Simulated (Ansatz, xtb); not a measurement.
# Two isomers of C4HF3N2

We compare a, `Fc1cnc(F)c(F)n1`, a singlet, with b, `N#CC(C#N)C(F)(F)F`, a singlet. Both are isolated molecules in the gas phase, relaxed with B3LYP/def2-SVP.

Quicker runs give these differences E(b) − E(a): GFN2-xTB +182.9 kJ/mol; HF/STO-3G +15.5 kJ/mol (at GFN2-xTB geometries); r2SCAN-D4/def2-SVP +108.6 kJ/mol (at GFN2-xTB geometries).

Problem. Estimate E(b) − E(a) at the level CCSD(T)/def2-SVP + ΔMP2/def2-TZVPP.

Solution. Not settled: CCSD(T)/def2-SVP + ΔMP2/def2-TZVPP gives E(b) − E(a) = +15.6 kJ/mol, but this leans on the basis-set step: CCSD(T) alone gives −7.8 kJ/mol.

Level by level:

| level | geometry | E(b) − E(a) (kJ/mol) | departure from the last row (kJ/mol) | job, with rough time for the two |
| --- | --- | --- | --- | --- |
| GFN2-xTB | GFN2-xTB | +182.9 | +167.3 | optimisation, 0.15 s |
| HF/STO-3G | GFN2-xTB | +15.5 | 0.0 | single point, 0.4 s |
| r2SCAN-D4/def2-SVP | GFN2-xTB | +108.6 | +93.0 | single point, 3.6 s |
| B3LYP/def2-SVP | B3LYP/def2-SVP | +78.8 | +63.3 | optimisation, 20 s |
| HF/def2-SVP | B3LYP/def2-SVP | −5.4 | −21.0 | part of the CCSD(T) run |
| MP2/def2-SVP | B3LYP/def2-SVP | −8.4 | −24.0 | part of the CCSD(T) run |
| CCSD(T)/def2-SVP | B3LYP/def2-SVP | −7.8 | −23.4 | single point |
| CCSD(T)/def2-SVP + ΔMP2/def2-TZVPP | B3LYP/def2-SVP | +15.6 |  | single point, 78 s |

As drawn, b has 2 C≡N, 3 C–C in place of 2 C∷C, 4 C∷N (∷ is an aromatic bond). Structure a has a 6-membered ring (with an aromatic ring), b no ring.

HF/def2-SVP, MP2/def2-SVP, CCSD(T)/def2-SVP put the two in the other order. The largest departure from CCSD(T)/def2-SVP + ΔMP2/def2-TZVPP is that of GFN2-xTB, 167.3 kJ/mol. The last row adds to CCSD(T) the change of the MP2 difference between the two basis sets, here +23.4 kJ/mol, a large step that makes the value less sure.

With thermal terms from frequencies at re-optimised GFN2-xTB minima (ideal gas, soft modes damped towards free rotors, one conformer each, 298.15 K, 1 atm): the zero-point term adds −7.3 kJ/mol; ΔH is +12.6 and ΔG +2.6 kJ/mol.

The correlated steps freeze 9 core orbitals. Codes used: Ansatz 0.2.0, xtb 6.7.1; the last row on 4 threads of Arm Neoverse V1 on a shared host.
